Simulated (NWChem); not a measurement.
System: C5H9O, doublet; SMILES CC([C]=O)(C)C

Here is an NWChem input.

```
start job
memory heap 200 mb stack 900 mb global 1100 mb
geometry units angstroms
  C      1.265876    -0.716493    -0.844744
  C      0.032034    -0.316369    -0.013075
  C     -1.237822    -0.277593    -0.878722
  C     -0.133946    -1.271617     1.184346
  C      0.318309     1.083002     0.566048
  O     -0.300772     2.090095     0.407031
  H      1.413470    -0.032650    -1.704684
  H      2.186408    -0.700871    -0.228151
  H      1.128290    -1.742952    -1.242222
  H     -2.116487     0.040682    -0.283547
  H     -1.447024    -1.283300    -1.297829
  H     -1.124690     0.433471    -1.720834
  H      0.766562    -1.264197     1.829978
  H     -1.008218    -0.992893     1.806368
  H     -0.291270    -2.305753     0.815102
end
basis spherical
  * library 3-21g
end
dft
  odft
  mult 2
  xc b3lyp
  iterations 150
end
driver
  maxiter 120
end
task dft optimize
```

Excerpt of the output:

```
             Northwest Computational Chemistry Package (NWChem) 7.3.0
             --------------------------------------------------------

 C1  symmetry detected

                             Geometry "geometry" -> ""
                             -------------------------

 Output coordinates in angstroms (scale by  1.889725989 to convert to a.u.)

  No.       Tag          Charge          X              Y              Z
 ---- ---------------- ---------- -------------- -------------- --------------
    1 C                    6.0000     1.29183684    -1.04488500     0.43719688
    2 C                    6.0000     0.00017374    -0.32244558     0.00844714
    3 C                    6.0000    -0.08514014    -0.18876675    -1.52068139
    4 C                    6.0000    -1.23108088    -1.05323113     0.57750751
    5 C                    6.0000     0.03270160     1.07451292     0.65885080
    6 O                    8.0000     0.00541575     2.14026986     0.12387266
    7 H                    1.0000     2.19260185    -0.52710018     0.05061791
    8 H                    1.0000     1.37169183    -1.10073899     1.54096935
    9 H                    1.0000     1.29029927    -2.07819519     0.03370655
   10 H                    1.0000    -0.99990993     0.35860660    -1.82261364
   11 H                    1.0000    -0.10835643    -1.19255602    -1.99262506
   12 H                    1.0000     0.78722883     0.36405893    -1.92182928
   13 H                    1.0000    -1.18738313    -1.10945704     1.68328305
   14 H                    1.0000    -2.17257607    -0.54131734     0.29381571
   15 H                    1.0000    -1.26786920    -2.08656632     0.17576848

 Effective nuclear repulsion energy (a.u.)     235.3337936842

                                Z-matrix (autoz)
                                --------

 Units are Angstrom for bonds and degrees for angles

      Type          Name      I     J     K     L     M      Value
      ----------- --------  ----- ----- ----- ----- ----- ----------
    1 Stretch                  1     2                       1.54082
    2 Stretch                  1     7                       1.10857
    3 Stretch                  1     8                       1.10807
    4 Stretch                  1     9                       1.10930
    5 Stretch                  2     3                       1.53733
    6 Stretch                  2     4                       1.54074
    7 Stretch                  2     5                       1.54129
    8 Stretch                  3    10                       1.10796
    9 Stretch                  3    11                       1.10944
   10 Stretch                  3    12                       1.10795
   11 Stretch                  4    13                       1.10807
   12 Stretch                  4    14                       1.10858
   13 Stretch                  4    15                       1.10929
   14 Stretch                  5     6                       1.19281
   15 Bend                     1     2     3               111.35017
   16 Bend                     1     2     4               110.16644
   17 Bend                     1     2     5               106.84873
   18 Bend                     2     1     7               111.41522
   19 Bend                     2     1     8               111.17570
   20 Bend                     2     1     9               109.53447
   21 Bend                     2     3    10               111.09002
   22 Bend                     2     3    11               110.21878
   23 Bend                     2     3    12               111.08929
   24 Bend                     2     4    13               111.16978
   25 Bend                     2     4    14               111.41670
   26 Bend                     2     4    15               109.54662
   27 Bend                     2     5     6               128.32147
   28 Bend                     3     2     4               111.36260
   29 Bend                     3     2     5               110.00451
   30 Bend                     4     2     5               106.91190
   31 Bend                     7     1     8               108.20115
   32 Bend                     7     1     9               108.02103
   33 Bend                     8     1     9               108.38932
   34 Bend                    10     3    11               108.28765
   35 Bend                    10     3    12               107.75254
   36 Bend                    11     3    12               108.29466
   37 Bend                    13     4    14               108.19791
   38 Bend                    13     4    15               108.38794
   39 Bend                    14     4    15               108.01774
   40 Torsion                  1     2     3    10        -178.25467
   41 Torsion                  1     2     3    11          61.71610
   42 Torsion                  1     2     3    12         -58.32144
   43 Torsion                  1     2     4    13          58.37189
   44 Torsion                  1     2     4    14         179.14505
   45 Torsion                  1     2     4    15         -61.39412
   46 Torsion                  1     2     5     6         120.68472
   47 Torsion                  3     2     1     7          56.75770
   48 Torsion                  3     2     1     8         177.53804
   49 Torsion                  3     2     1     9         -62.69839
   50 Torsion                  3     2     4    13        -177.56476
   51 Torsion                  3     2     4    14         -56.79160
   52 Torsion                  3     2     4    15          62.66923
   53 Torsion                  3     2     5     6          -0.31771
   54 Torsion                  4     2     1     7        -179.17176
   55 Torsion                  4     2     1     8         -58.39142
   56 Torsion                  4     2     1     9          61.37215
   57 Torsion                  4     2     3    10          58.35406
   58 Torsion                  4     2     3    11         -61.67517
   59 Torsion                  4     2     3    12         178.28729
   60 Torsion                  4     2     5     6        -121.37354
   61 Torsion                  5     2     1     7         -63.38500
   62 Torsion                  5     2     1     8          57.39534
   63 Torsion                  5     2     1     9         177.15891
   64 Torsion                  5     2     3    10         -59.99341
   65 Torsion                  5     2     3    11         179.97736
   66 Torsion                  5     2     3    12          59.93982
   67 Torsion                  5     2     4    13         -57.37516
   68 Torsion                  5     2     4    14          63.39800
   69 Torsion                  5     2     4    15        -177.14117

                           NWChem Geometry Optimization
                           ----------------------------

 maximum gradient threshold         (gmax) =   0.000450
 rms gradient threshold             (grms) =   0.000300
 maximum cartesian step threshold   (xmax) =   0.001800
 rms cartesian step threshold       (xrms) =   0.001200
 fixed trust radius                (trust) =   0.300000
 source of zmatrix                         =   autoz

          -------------------
          Energy Minimization
          -------------------

 Using diagonal initial Hessian
 Scaling for Hessian diagonals: bonds = 1.00  angles = 0.25  torsions = 0.10

          --------
          Step   0

                                 NWChem DFT Module
                                 -----------------

[...]

      ----------------------
      Optimization converged
      ----------------------

  Step       Energy      Delta E   Gmax     Grms     Xrms     Xmax
  ---- ---------------- -------- -------- -------- -------- --------
@    4    -269.64165106 -8.0D-07  0.00015  0.00002  0.00049  0.00105
                                     ok       ok       ok       ok

                                Z-matrix (autoz)
                                --------

 Units are Angstrom for bonds and degrees for angles

      Type          Name      I     J     K     L     M      Value     Gradient
      ----------- --------  ----- ----- ----- ----- ----- ---------- ----------
    1 Stretch                  1     2                       1.54697    0.00000
    2 Stretch                  1     7                       1.09527    0.00002
    3 Stretch                  1     8                       1.09451    0.00002
    4 Stretch                  1     9                       1.09585    0.00002
    5 Stretch                  2     3                       1.54296   -0.00003
    6 Stretch                  2     4                       1.54680    0.00000
    7 Stretch                  2     5                       1.54180    0.00015
    8 Stretch                  3    10                       1.09475    0.00001
    9 Stretch                  3    11                       1.09573    0.00003
   10 Stretch                  3    12                       1.09474    0.00001
   11 Stretch                  4    13                       1.09451    0.00002
   12 Stretch                  4    14                       1.09528    0.00002
   13 Stretch                  4    15                       1.09584    0.00002
   14 Stretch                  5     6                       1.20782   -0.00001
   15 Bend                     1     2     3               111.50038    0.00000
   16 Bend                     1     2     4               110.04452   -0.00000
   17 Bend                     1     2     5               106.98394   -0.00000
   18 Bend                     2     1     7               110.84262   -0.00000
   19 Bend                     2     1     8               110.38173   -0.00001
   20 Bend                     2     1     9               109.17133   -0.00001
   21 Bend                     2     3    10               110.34786    0.00000
   22 Bend                     2     3    11               110.06488   -0.00001
   23 Bend                     2     3    12               110.34277    0.00000
   24 Bend                     2     4    13               110.37740   -0.00001
   25 Bend                     2     4    14               110.84556   -0.00000
   26 Bend                     2     4    15               109.18386   -0.00001
   27 Bend                     2     5     6               129.17236   -0.00001
   28 Bend                     3     2     4               111.51954    0.00001
   29 Bend                     3     2     5               109.56380   -0.00000
   30 Bend                     4     2     5               107.02460   -0.00000
   31 Bend                     7     1     8               108.79820    0.00001
   32 Bend                     7     1     9               108.62545    0.00000
   33 Bend                     8     1     9               108.97994    0.00001
   34 Bend                    10     3    11               108.86407   -0.00000
   35 Bend                    10     3    12               108.30309    0.00002
   36 Bend                    11     3    12               108.87168   -0.00000
   37 Bend                    13     4    14               108.79172    0.00001
   38 Bend                    13     4    15               108.97869    0.00001
   39 Bend                    14     4    15               108.62191   -0.00000
   40 Torsion                  1     2     3    10        -178.08948   -0.00001
   41 Torsion                  1     2     3    11          61.73945    0.00000
   42 Torsion                  1     2     3    12         -58.43784    0.00001
   43 Torsion                  1     2     4    13          58.49534   -0.00003
   44 Torsion                  1     2     4    14         179.10192   -0.00002
   45 Torsion                  1     2     4    15         -61.27732   -0.00002
   46 Torsion                  1     2     5     6         120.70288    0.00000
   47 Torsion                  3     2     1     7          56.58930    0.00001
   48 Torsion                  3     2     1     8         177.20494    0.00002
   49 Torsion                  3     2     1     9         -63.02606    0.00002
   50 Torsion                  3     2     4    13        -177.22484   -0.00002
   51 Torsion                  3     2     4    14         -56.61826   -0.00001
   52 Torsion                  3     2     4    15          63.00250   -0.00002
   53 Torsion                  3     2     5     6          -0.31057   -0.00000
   54 Torsion                  4     2     1     7        -179.11981    0.00002
   55 Torsion                  4     2     1     8         -58.50416    0.00003
   56 Torsion                  4     2     1     9          61.26484    0.00002
   57 Torsion                  4     2     3    10          58.45352   -0.00001
   58 Torsion                  4     2     3    11         -61.71755    0.00000
   59 Torsion                  4     2     3    12         178.10516    0.00001
   60 Torsion                  4     2     5     6        -121.37146   -0.00001
   61 Torsion                  5     2     1     7         -63.18761    0.00001
   62 Torsion                  5     2     1     8          57.42803    0.00002
   63 Torsion                  5     2     1     9         177.19703    0.00002
   64 Torsion                  5     2     3    10         -59.84905   -0.00001
   65 Torsion                  5     2     3    11         179.97987    0.00000
   66 Torsion                  5     2     3    12          59.80258    0.00001
   67 Torsion                  5     2     4    13         -57.41127   -0.00002
   68 Torsion                  5     2     4    14          63.19531   -0.00001
   69 Torsion                  5     2     4    15        -177.18393   -0.00002

                         Geometry "geometry" -> "geometry"
                         ---------------------------------

 Output coordinates in angstroms (scale by  1.889725989 to convert to a.u.)

  No.       Tag          Charge          X              Y              Z
 ---- ---------------- ---------- -------------- -------------- --------------
    1 C                    6.0000     1.29606700    -1.05337899     0.43887648
    2 C                    6.0000     0.00012169    -0.32759301     0.00657564
    3 C                    6.0000    -0.08546267    -0.18896226    -1.52776158
    4 C                    6.0000    -1.23496306    -1.06151413     0.57974146
    5 C                    6.0000     0.03206791     1.07293310     0.65051908
    6 O                    8.0000     0.00471925     2.15750495     0.11969561
    7 H                    1.0000     2.18031463    -0.53516053     0.05264867
    8 H                    1.0000     1.36205973    -1.09782630     1.53048967
    9 H                    1.0000     1.28681749    -2.07421249     0.04051498
   10 H                    1.0000    -0.99159863     0.35629706    -1.81075762
   11 H                    1.0000    -0.10829798    -1.18024671    -1.99409465
   12 H                    1.0000     0.78040218     0.36184268    -1.90900221
   13 H                    1.0000    -1.17893055    -1.10609096     1.67190411
   14 H                    1.0000    -2.15997337    -0.54902636     0.29453833
   15 H                    1.0000    -1.26370966    -2.08237729     0.18239869

 Effective nuclear repulsion energy (a.u.)     235.0130243389

                Final and change from initial internal coordinates
                --------------------------------------------------

                                Z-matrix (autoz)
                                --------

 Units are Angstrom for bonds and degrees for angles

[...]
```

Level: B3LYP/3-21G, spin-unrestricted. No stability test was run on the SCF state.
